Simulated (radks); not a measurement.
The numbers below are computed, except where a source is named.
Charge is removed step by step from the 1s down level of B, starting from 1s(up 1, down 1) 2s2 2p1. Code: a radial shooting solver on a logarithmic mesh with Libxc functionals. Model: scalar-relativistic Kohn-Sham, PBE, spin-polarised, spherical densities, point nucleus; open shells are filled with parallel spins first.

removed (e)  E - E(0) (eV)  eigenvalue (eV)  E minus straight line (eV)
0                    0.000          -180.27                       0.000
0.125               22.873          -185.71                      -2.177
0.25                46.425          -191.12                      -3.676
0.375               70.648          -196.44                      -4.503
0.5                 95.529          -201.61                      -4.674
0.625               121.04          -206.48                      -4.216
0.75                147.12          -210.77                      -3.180
0.875               173.68          -213.70                      -1.678
1                   200.40          -212.63                       0.000

Removing the whole electron costs 200.40 eV by Delta-SCF, against 180.27 eV from minus the eigenvalue at the starting occupation. Slater's transition state (half an electron removed) gives 201.61 eV. Integrating minus the eigenvalue over the occupation (Janak's theorem) gives 200.38 eV. In this scalar-relativistic scheme the density is built from large components alone, so the theorem holds only approximately. The mean slope of the eigenvalue, de/dn, is 32.4 eV per electron.
